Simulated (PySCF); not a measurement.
Worked example: chemical shift, span and skew from a shielding tensor

2-bromo-1,1-difluoroethane (C2H3BrF2), SMILES FC(F)CBr. Atoms are numbered in the order given.

```xyz
8

F     -1.7913    -0.4839     0.7237
C     -1.3770     0.4709    -0.1274
F     -2.1503     1.5644     0.0628
C      0.0528     0.8598     0.1628
Br     1.2700    -0.5903    -0.1967
H     -1.5203     0.1098    -1.1608
H      0.1463     1.1348     1.2216
H      0.3427     1.7083    -0.4685
```

The structure is a stationary point at PBE0-D3(BJ)/def2-SVP. One conformer was computed; it need not be the lowest.

GIAO shieldings from PBE0/pcSseg-1 (PySCF), non-relativistic, no solvent. The symmetric part of the tensor of F1 has the principal values 224.0, 335.2, 376.9 ppm. The same nucleus in CFCl3 has σ = 167.2 ppm at this level (PySCF, at its B3LYP-D3(BJ)/def2-TZVP geometry). Without spin–orbit terms, shifts of atoms bonded to Cl or Br come out too high.

Question: Work out the isotropic shielding, the ¹⁹F shift against CFCl3, the span and the skew.

Answer: 
σ(iso) = (σ11 + σ22 + σ33)/3 = 312.0 ppm. δ = σ(ref) − σ(iso) = 167.2 − (312.0) = -144.8 ppm.
Span Ω = σ33 − σ11 = 152.9 ppm. Skew κ = 3(σ(iso) − σ22)/Ω = -0.45. Tumbling in solution averages the tensor to δ; in a static solid the shielding alone would spread this spin-1/2 line over Ω.
